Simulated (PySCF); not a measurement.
**C₆ coefficients of unlike pairs at PBE**

Calculated with PySCF 2.14 from the dipole response of each species, C₆(A,B) = (3/π) ∫ α_A(iu) α_B(iu) du, in atomic units, from isotropic polarisabilities. For ions this is the dispersion term alone; charge-induced terms of lower order in 1/R come first.

| species | configuration | basis | relativity | α (bohr³) | C₆ (like pair) |
| --- | --- | --- | --- | --- | --- |
| Ge²⁺ | [Ar] 3d10 4s2 (1S) | aug-cc-pVQZ-PP with one added diffuse shell each of s, p, d, f, g type with ECP10MDF (8s7p6d4f3g) | core potential | 10.26 | 38.72 |
| O²⁺ | [He] 2s2 2p2 (3P) | dyall-av3z (15s9p3d2f) | spin-free X2C | 1.743 | 2.331 |
| Kr²⁺ | [Ar] 3d10 4s2 4p4 (3P) | x2c-TZVPPall with one added diffuse shell each of s, p, d type (7s6p5d1f) | spin-free X2C | 7.476 | 36.29 |
| In | [Kr] 4d10 5s2 5p1 (2P) | aug-cc-pwCVTZ-PP with ECP28MDF (8s7p6d4f1g) | core potential | 79.78 | 819.3 |

(1) Estimate C₆ for In with O²⁺.

No spin-orbit coupling is included.

The other pairs:

| pair | C₆ |
| --- | --- |
| Kr²⁺, O²⁺ | 9.098 |
| O²⁺, Ge²⁺ | 8.933 |
| In, Kr²⁺ | 142.5 |
| Kr²⁺, Ge²⁺ | 36.38 |
| In, Ge²⁺ | 164.6 |

## Answers

(1) The integral gives 34.36. The combination rule 2 C_A C_B / (C_A α_B/α_A + C_B α_A/α_B) gives 30.65 and the geometric mean 43.70.
